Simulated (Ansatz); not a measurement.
H2GeO, SMILES `[OH][GeH]` (lower singlet; H–O–Ge–H torsion 180°) (charge 0, multiplicity 1). This singlet lies 1.89 eV below the relaxed triplet at the level composite: frozen-core CCSD(T) with HF/cc-pVQZ and the correlation energy extrapolated as X^-3 from cc-pVTZ and cc-pVQZ, plus CCSDT(Q) minus CCSD(T) in cc-pVDZ // PBE0-D3(BJ)/def2-TZVP (Ansatz, an electronic-structure program).

Calculation: Ansatz with frozen-core CCSD(T)/cc-pVDZ // PBE0-D3(BJ)/def2-TZVP.

Ansatz 0.2 input:
```yaml
crystal:
  periodic: [false, false, false]
  atoms:
    - { symbol: O, position_ang: [-0.748879, -0.368697, 0.11124] }
    - { symbol: Ge, position_ang: [0.637513, 0.714399, -0.222271] }
    - { symbol: H, position_ang: [-1.587425, 0.076748, -0.038589] }
    - { symbol: H, position_ang: [1.698792, -0.422451, 0.14962] }
basis:
  gaussian: { orbitals: cc-pVDZ }
correlation:
  method: ccsd_t
```

Output:

```
Functional definition: HF
542 factors; integrals over basis functions are off by at most 1.3e-3 eV
mean field evaluation 1: about -58539.0090 eV, gradient 3.4e1 eV
mean field evaluation 2: about -58539.0252 eV, gradient 3.4e1 eV
mean field evaluation 4: about -58541.3088 eV, gradient 1.9e0 eV
mean field evaluation 8: about -58541.3282 eV, gradient 1.4e-4 eV
mean field evaluation 16: about -58541.3270 eV, gradient 4.0e-1 eV
mean field -58541.32820233 eV, -2151.3541306983 hartree, gradient 2.1e-6 eV, S^2 0.000000; 0 other end points of the search recorded, 0 dependent functions left out
10 core orbitals not correlated
reference -58541.32820233 eV, -2151.3541306983 hartree; 11, 11 occupied and 30, 30 virtual orbitals, 542 factors
second order -7.91787258 eV of doubles, -0.00000000 eV of singles
cycle   1  -8.11116290 eV  change   -1.9e-1 eV  update   9.6e-2
cycle   2  -8.39127976 eV  change   -2.8e-1 eV  update   3.3e-2
cycle   3  -8.49635674 eV  change   -1.1e-1 eV  update   2.2e-2
cycle   4  -8.48838734 eV  change    8.0e-3 eV  update   6.4e-3
cycle   5  -8.48743575 eV  change    9.5e-4 eV  update   2.9e-3
cycle   6  -8.48801760 eV  change   -5.8e-4 eV  update   9.8e-4
cycle   7  -8.48754756 eV  change    4.7e-4 eV  update   3.7e-4
cycle   8  -8.48756483 eV  change   -1.7e-5 eV  update   1.1e-4
cycle   9  -8.48761860 eV  change   -5.4e-5 eV  update   3.8e-5
cycle  10  -8.48760652 eV  change    1.2e-5 eV  update   1.2e-5
perturbative correction -0.23395265 eV, -0.0085976012 hartree
Total energy: -58550.04976150 eV, -2151.6746420861 hartree
```
